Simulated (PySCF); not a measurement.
3-fluorothiophene (C4H3FS), SMILES Fc1ccsc1.

Geometry optimised at B3LYP-D3(BJ)/def2-SVP.

All values below come from TDA-PBE/def2-SVPD (PySCF).

Vertical excitations. Gas-phase values at a fixed geometry. State labels are in the subgroup Cs.

Computed lowest excited states:
```
state  symmetry  energy (eV)  λ (nm)      f                                          main pairs
-----  --------  -----------  ------  -----  --------------------------------------------------
S1           A"         5.41     229  0.004                                   HOMO→LUMO+1 100 %
S2           A'         5.47     227  0.078  HOMO→LUMO 62 %, HOMO−1→LUMO 17 %, HOMO→LUMO+3 11 %
S3           A"         5.84     212  0.000                                 HOMO−1→LUMO+1 100 %
S4           A'         6.10     203  0.107                    HOMO−1→LUMO 60 %, HOMO→LUMO 24 %
S5           A"         6.21     200  0.005                                    HOMO→LUMO+2 97 %
S6           A"         6.42     193  0.000                                    HOMO→LUMO+4 96 %
S7           A"         6.66     186  0.007                                  HOMO−1→LUMO+2 95 %
S8           A"         6.89     180  0.001                                  HOMO−1→LUMO+4 85 %
S9           A"         6.91     179  0.004                                    HOMO→LUMO+5 88 %
S10          A"         7.06     176  0.005                                    HOMO→LUMO+6 94 %
T1           A'         3.74     331      0                                      HOMO→LUMO 92 %
T2           A'         4.34     286      0                                    HOMO−1→LUMO 92 %
T3           A"         5.10     243      0                                   HOMO→LUMO+1 100 %
T4           A"         5.55     223      0                                  HOMO−1→LUMO+1 99 %
```
Triplets are in the Tamm–Dancoff approximation.
